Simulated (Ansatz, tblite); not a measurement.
Removing and adding an electron: AsAsAsSb tetrahedron (SbAs₃). The state is a singlet with charge 0. Geometry: PBE0-D4/def2-SVP. Ansatz, gas phase; energy differences of separate SCF runs; the oxidised species was run as a doublet alone; the reduced species was run as a doublet alone.

Cartesian coordinates in Å:
```
As -1.0909 -1.0508 -0.0202
As 1.1720 -0.5477 -0.7881
As 0.4530 0.1559 1.4370
Sb -0.5341 1.4426 -0.6288
```

In the def2 sets Sb takes a core potential; there is no spin–orbit coupling. The xTB rows come from tblite. Correlated methods freeze 31 core orbitals; core or outer-core shells of As, Sb are correlated, in sets that lack core-valence functions. The rows differ in basis, and correlated rows in double-zeta sets carry the largest basis error. In CCSD on the charge 1 doublet the largest single amplitude is 0.16, so its Hartree–Fock determinant may place the open shell otherwise than the density functionals do. HOMO above LUMO, or a gap near zero within one spin, warns that the state may not be the lowest or that an electron is smeared out.

Q: Estimate orbital energies and vertical ionisation energies and electron affinities at: GFN1-xTB; GFN2-xTB; HF/def2-SVP; PBE-D4/def2-TZVP; PBE-D4/def2-TZVPD; r2SCAN-D4/def2-TZVP; r2SCAN-D4/def2-TZVPD; PBE0-D4/def2-TZVP; PBE0-D4/def2-TZVPD; MP2/def2-SVP; CCSD/def2-SVP; CCSD(T)/def2-SVP.

A: 
```csv
level,−HOMO (eV),vertical IE (eV),−LUMO (eV),vertical EA (eV),HOMO–LUMO gap (eV),IE − EA (eV),remarks
GFN1-xTB,8.96,13.02,6.02,2.02,2.94,11.00,–
GFN2-xTB,8.64,11.50,5.76,3.19,2.89,8.31,–
HF/def2-SVP,–,7.87,–,–,–,–,–
PBE-D4/def2-TZVP,5.82,8.41,2.07,–,3.75,–,gap within one spin near zero (+1 doublet)
PBE-D4/def2-TZVPD,5.85,–,2.12,-0.01,3.73,–,"HOMO above zero (-1 doublet), gap within one spin near zero (-1 doublet)"
r2SCAN-D4/def2-TZVP,6.09,8.54,2.01,–,4.08,–,–
r2SCAN-D4/def2-TZVPD,6.10,–,2.04,0.02,4.06,–,HOMO above zero (-1 doublet)
PBE0-D4/def2-TZVP,6.72,8.52,1.43,–,5.29,–,–
PBE0-D4/def2-TZVPD,6.74,–,1.48,0.01,5.26,–,HOMO above zero (-1 doublet)
MP2/def2-SVP,–,8.66,–,–,–,–,–
CCSD/def2-SVP,–,8.43,–,–,–,–,–
CCSD(T)/def2-SVP,–,8.45,–,–,–,–,–
```

   A HOMO above zero means that the electron is unbound at that level or that self-interaction error raises the level; the energy of removing that electron tells which. Raw xTB energy differences between charge states are shifted by several eV; the methods need an empirical correction for them. A negative affinity means that the extra electron isn't bound; its size then hangs on the basis.
